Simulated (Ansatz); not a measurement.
The inner images of a band of Cl$_{3}$H$_{2}$InO (7 atoms, charge 0, multiplicity 1) are given out of order.

These are results of Ansatz 0.2.0, RHF/def2-SVP, not measurements.

First end point:

```xyz
7
Properties=species:S:1:pos:R:3
In -0.877 -0.490 -0.104
Cl 0.254 -2.535 0.162
Cl -1.834 0.007 -2.181
Cl -1.715 0.600 1.804
H 1.912 0.241 -0.087
O 1.088 0.715 -0.088
H 1.171 1.462 0.495
```

Last end point:

```xyz
7
Properties=species:S:1:pos:R:3
In -0.839 0.228 -0.095
Cl 0.882 -2.066 0.095
Cl -1.939 -0.077 -2.130
Cl -2.074 0.311 1.889
H 1.639 -1.017 0.075
O 1.046 0.881 -0.074
H 1.283 1.739 0.241
```

Problem. Put them in order from the first end to the last, with their energies above the first end.
A.
```xyz
7
Properties=species:S:1:pos:R:3
In -0.924 -0.299 -0.097
Cl 0.562 -2.167 0.145
Cl -1.912 0.011 -2.190
Cl -2.003 0.465 1.837
H 1.633 -0.113 0.068
O 1.125 0.681 -0.101
H 1.519 1.423 0.338
```
B.
```xyz
7
Properties=species:S:1:pos:R:3
In -0.865 0.100 -0.113
Cl 0.904 -1.968 0.114
Cl -1.934 -0.056 -2.176
Cl -2.054 0.373 1.876
H 1.449 -0.694 0.076
O 1.076 0.730 -0.085
H 1.425 1.516 0.308
```
C.
```xyz
7
Properties=species:S:1:pos:R:3
In -0.896 -0.453 -0.088
Cl 0.338 -2.448 0.151
Cl -1.848 0.043 -2.167
Cl -1.830 0.532 1.828
H 1.857 0.123 0.005
O 1.102 0.693 -0.090
H 1.278 1.510 0.361
```
D.
```xyz
7
Properties=species:S:1:pos:R:3
In -0.918 -0.390 -0.088
Cl 0.445 -2.312 0.151
Cl -1.886 0.035 -2.175
Cl -1.937 0.493 1.831
H 1.763 0.003 0.038
O 1.115 0.689 -0.090
H 1.418 1.482 0.334
```
E.
```xyz
7
Properties=species:S:1:pos:R:3
In -0.853 0.187 -0.111
Cl 0.914 -2.020 0.105
Cl -1.943 -0.080 -2.154
Cl -2.058 0.349 1.884
H 1.536 -0.865 0.069
O 1.054 0.817 -0.103
H 1.351 1.613 0.311
```
F.
```xyz
7
Properties=species:S:1:pos:R:3
In -0.879 -0.001 -0.113
Cl 0.822 -1.995 0.124
Cl -1.925 -0.037 -2.189
Cl -2.052 0.408 1.864
H 1.443 -0.454 0.080
O 1.118 0.641 -0.077
H 1.472 1.438 0.311
```
G.
```xyz
7
Properties=species:S:1:pos:R:3
In -0.901 -0.150 -0.107
Cl 0.692 -2.055 0.133
Cl -1.917 -0.009 -2.199
Cl -2.039 0.441 1.849
H 1.508 -0.256 0.088
O 1.131 0.640 -0.095
H 1.527 1.388 0.331
```

Solution. C (+0.2 kcal/mol), D (+1.0 kcal/mol), A (+3.5 kcal/mol), G (+12.1 kcal/mol), F (+31.8 kcal/mol), B (+41.0 kcal/mol), E (+40.1 kcal/mol).

Time of the run: 3 min on 2 threads of Intel(R) Xeon(R) Platinum 8488C (Sapphire Rapids) (shared host), peak memory 0.26 GiB.
